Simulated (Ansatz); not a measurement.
```yaml
crystal:
  periodic: [false, false, false]
  atoms:
    - {symbol: C, position_ang: [-1.360727, 1.231796, -0.839643]}
    - {symbol: Al, position_ang: [0.207067, 0.072799, -0.909783]}
    - {symbol: Sn, position_ang: [1.144142, -1.172592, 1.248567]}
    - {symbol: H, position_ang: [-1.092284, 2.247382, -1.151871]}
    - {symbol: H, position_ang: [-1.817350, 1.291730, 0.149958]}
    - {symbol: H, position_ang: [-2.122091, 0.884769, -1.546920]}
    - {symbol: H, position_ang: [0.961115, -0.140527, -2.295340]}
    - {symbol: H, position_ang: [1.172777, -2.876417, 1.063269]}
    - {symbol: H, position_ang: [0.233629, -0.867276, 2.668165]}
    - {symbol: H, position_ang: [2.756822, -0.722866, 1.616502]}
basis:
  gaussian: {orbitals: def2-TZVPP, fitting: {mean_field: cc-pVTZ-jkfit}, nuclear_model: gaussian}
magnetization: {spin_polarized: false, initial_magnetization: 2}
hamiltonian: {xc: {name: HSE06}}
```

```sh
$ ansatz run in.yaml --threads 2 --pin off --events-out ev --progress --plain --max-ram 4352MiB
```

(1) How does Ansatz answer? (Best estimate.)

## Answers

(1) Ansatz gave: The program refused the input.
```
Functional definition: HSE06
  name "HSE06"
  cite "Heyd, Scuseria & Ernzerhof, J. Chem. Phys. 118, 8207 (2003) doi:10.1063/1.1564060"
  cite "Krukau, Vydrov, Izmaylov & Scuseria, J. Chem. Phys. 125, 224106 (2006) doi:10.1063/1.2404663"
  cite "Heyd & Scuseria, J. Chem. Phys. 120, 7274 (2004) doi:10.1063/1.1668634"
  cite "Ernzerhof & Perdew, J. Chem. Phys. 109, 3313 (1998) doi:10.1063/1.476928"
  cite "Perdew, Burke & Ernzerhof, Phys. Rev. Lett. 77, 3865 (1996) doi:10.1103/PhysRevLett.77.3865"
  parent pbe
  parameter a = 0.25
  parameter omega = 0.11/bohr
  # The whole range is PBE's own exchange, as in plane waves. The composition of these papers is wPBEh.
  exchange = pbe_x - a*pbe_x_sr(omega) + a*exact_x_sr(omega)
  correlation = pbe_c
Error: <dir> the basis set cc-pVTZ-JKFIT has no functions for Sn
```

HSE06 is defined as in plane-wave codes.
